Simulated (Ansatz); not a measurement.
`C[O][Al]([NH2])[SH]` + `CC(O)O` → `C[O][AlH][NH2]` + `CC(O)(O)S`  (formal exchange of groups at the Al–S bond)

Calculated with Ansatz (gas phase, PBE0-D4/def2-TZVP geometries, no zero-point term in ΔE). CCSD(T)/CBS adds triple-zeta CCSD(T) − MP2 to the extrapolated MP2 energy (def2 sets, frozen cores). This one scheme is used for every species. Functionals use def2-TZVPP. B3LYP here is the variant with VWN-RPA as its local correlation; programs differ in this. HSE06 is defined as in plane-wave codes. Each species was taken in one conformer, which may not be the lowest.

`C[O][Al]([NH2])[SH]`:

```xyz
11

C    -1.080    1.592   -0.477
O    -0.724    0.469    0.265
Al    0.467   -0.716    0.234
N     0.454   -1.961    1.473
S     2.023   -0.744   -1.301
H    -2.082    1.466   -0.901
H    -0.389    1.791   -1.307
H    -1.094    2.480    0.164
H     1.118   -2.713    1.541
H    -0.225   -2.016    2.214
H     1.533    0.353   -1.906
```

`CC(O)O`:

```xyz
10

C    -1.056    0.337   -0.001
C     0.248   -0.419   -0.041
O     0.882   -0.218    1.194
O     1.071   -0.027   -1.106
H    -1.584    0.222   -0.949
H    -1.688   -0.031    0.808
H    -0.863    1.399    0.175
H     0.074   -1.488   -0.216
H     1.714   -0.700    1.174
H     1.202    0.925   -1.038
```

`C[O][AlH][NH2]`:

```xyz
10

C    -1.004    1.675   -0.247
O    -0.620    0.335   -0.244
Al    0.747   -0.507    0.278
N     0.752   -2.254    0.059
H    -1.924    1.809    0.332
H    -0.239    2.337    0.180
H    -1.203    2.010   -1.272
H     1.975    0.239    0.934
H     1.511   -2.856    0.331
H     0.005   -2.789   -0.351
```

`CC(O)(O)S`:

```xyz
11

C     1.138   -0.373   -0.185
C    -0.225    0.190    0.143
O    -1.060    0.239   -0.978
O    -0.025    1.452    0.692
S    -1.121   -0.825    1.392
H     1.638    0.283   -0.905
H     1.751   -0.430    0.714
H     1.036   -1.369   -0.613
H    -0.574    0.695   -1.675
H    -0.893    1.811    0.910
H    -1.664   -1.672    0.505
```

```json
{"level": "LDA (SPW92)", "ΔE (kJ/mol)": "141.5", "difference from CCSD(T)/CBS": "-15.5"}
{"level": "PBE-D4", "ΔE (kJ/mol)": "149.9", "difference from CCSD(T)/CBS": "-7.1"}
{"level": "revPBE-D4", "ΔE (kJ/mol)": "145.5", "difference from CCSD(T)/CBS": "-11.5"}
{"level": "BLYP-D4", "ΔE (kJ/mol)": "148.2", "difference from CCSD(T)/CBS": "-8.8"}
{"level": "r2SCAN-D4", "ΔE (kJ/mol)": "156.8", "difference from CCSD(T)/CBS": "-0.2"}
{"level": "B97M-V", "ΔE (kJ/mol)": "147.0", "difference from CCSD(T)/CBS": "-10.0"}
{"level": "PBE0-D4", "ΔE (kJ/mol)": "156.9", "difference from CCSD(T)/CBS": "-0.1"}
{"level": "B3LYP-D4", "ΔE (kJ/mol)": "155.1", "difference from CCSD(T)/CBS": "-1.9"}
{"level": "r2SCANh-D4", "ΔE (kJ/mol)": "158.7", "difference from CCSD(T)/CBS": "1.7"}
{"level": "r2SCAN0-D4", "ΔE (kJ/mol)": "161.1", "difference from CCSD(T)/CBS": "4.1"}
{"level": "HSE06-D4", "ΔE (kJ/mol)": "157.1", "difference from CCSD(T)/CBS": "0.1"}
{"level": "BHLYP-D4", "ΔE (kJ/mol)": "162.6", "difference from CCSD(T)/CBS": "5.6"}
{"level": "CAM-B3LYP-D4", "ΔE (kJ/mol)": "155.0", "difference from CCSD(T)/CBS": "-2.0"}
{"level": "ωB97X-V", "ΔE (kJ/mol)": "152.5", "difference from CCSD(T)/CBS": "-4.5"}
{"level": "ωB97M-V", "ΔE (kJ/mol)": "152.6", "difference from CCSD(T)/CBS": "-4.4"}
{"level": "B2PLYP", "ΔE (kJ/mol)": "158.2", "difference from CCSD(T)/CBS": "1.2"}
{"level": "PBE-QIDH", "ΔE (kJ/mol)": "160.3", "difference from CCSD(T)/CBS": "3.3"}
{"level": "revPBE", "ΔE (kJ/mol)": "154.9", "difference from CCSD(T)/CBS": "-2.1"}
{"level": "BLYP", "ΔE (kJ/mol)": "153.2", "difference from CCSD(T)/CBS": "-3.8"}
{"level": "r2SCAN", "ΔE (kJ/mol)": "157.0", "difference from CCSD(T)/CBS": "0.0"}
{"level": "PBE0", "ΔE (kJ/mol)": "158.0", "difference from CCSD(T)/CBS": "1.0"}
{"level": "B3LYP", "ΔE (kJ/mol)": "158.0", "difference from CCSD(T)/CBS": "1.0"}
{"level": "r2SCANh", "ΔE (kJ/mol)": "158.8", "difference from CCSD(T)/CBS": "1.8"}
{"level": "r2SCAN0", "ΔE (kJ/mol)": "161.3", "difference from CCSD(T)/CBS": "4.3"}
{"level": "HSE06", "ΔE (kJ/mol)": "158.0", "difference from CCSD(T)/CBS": "1.0"}
{"level": "BHLYP", "ΔE (kJ/mol)": "163.4", "difference from CCSD(T)/CBS": "6.4"}
{"level": "CAM-B3LYP", "ΔE (kJ/mol)": "155.9", "difference from CCSD(T)/CBS": "-1.1"}
{"level": "LC-ωPBE", "ΔE (kJ/mol)": "158.5", "difference from CCSD(T)/CBS": "1.5"}
{"level": "HF/def2-SVP", "ΔE (kJ/mol)": "169.0", "difference from CCSD(T)/CBS": "12.0"}
{"level": "CCSD/def2-SVP", "ΔE (kJ/mol)": "149.4", "difference from CCSD(T)/CBS": "-7.6"}
{"level": "CCSD(T)/def2-SVP", "ΔE (kJ/mol)": "145.0", "difference from CCSD(T)/CBS": "-12.0"}
{"level": "HF/def2-TZVPP", "ΔE (kJ/mol)": "169.6", "difference from CCSD(T)/CBS": "12.6"}
{"level": "MP2/def2-TZVPP", "ΔE (kJ/mol)": "158.0", "difference from CCSD(T)/CBS": "1.0"}
{"level": "SCS-MP2/def2-TZVPP", "ΔE (kJ/mol)": "156.7", "difference from CCSD(T)/CBS": "-0.3"}
{"level": "CCSD/def2-TZVPP", "ΔE (kJ/mol)": "160.1", "difference from CCSD(T)/CBS": "3.1"}
{"level": "CCSD(T)/def2-TZVPP", "ΔE (kJ/mol)": "156.7", "difference from CCSD(T)/CBS": "-0.3"}
{"level": "HF/def2-QZVPP", "ΔE (kJ/mol)": "169.3", "difference from CCSD(T)/CBS": "12.3"}
{"level": "HF/CBS(def2)", "ΔE (kJ/mol)": "169.2", "difference from CCSD(T)/CBS": "12.2"}
{"level": "MP2/CBS(def2)", "ΔE (kJ/mol)": "158.4", "difference from CCSD(T)/CBS": "1.4"}
{"level": "CCSD/CBS(def2)", "ΔE (kJ/mol)": "160.5", "difference from CCSD(T)/CBS": "3.5"}
{"level": "CCSD(T)/CBS", "ΔE (kJ/mol)": "157.0", "difference from CCSD(T)/CBS": "0"}
```

Largest T1 diagnostic among the species: 0.011.

From r2SCAN to r2SCAN0 (25 % exact exchange), in def2-TZVPP and without D4, ΔE moves by +4.3 kJ/mol. In def2-TZVPP, CCSD(T) changes the Hartree–Fock value by −12.9 kJ/mol (the triples alone add −3.5 kJ/mol) and MP2 by −11.6 kJ/mol. Leaving LDA and LC-ωPBE aside and taking each functional with its dispersion term where it has one, the values spread over 17.0 kJ/mol, from revPBE-D4 to BHLYP-D4. LDA lies −10.1 kJ/mol from PBE without D4.

CCSD(T)/CBS has its own doubt, a few kJ/mol and more with outer-core shells, so smaller differences from it don't rank the levels.
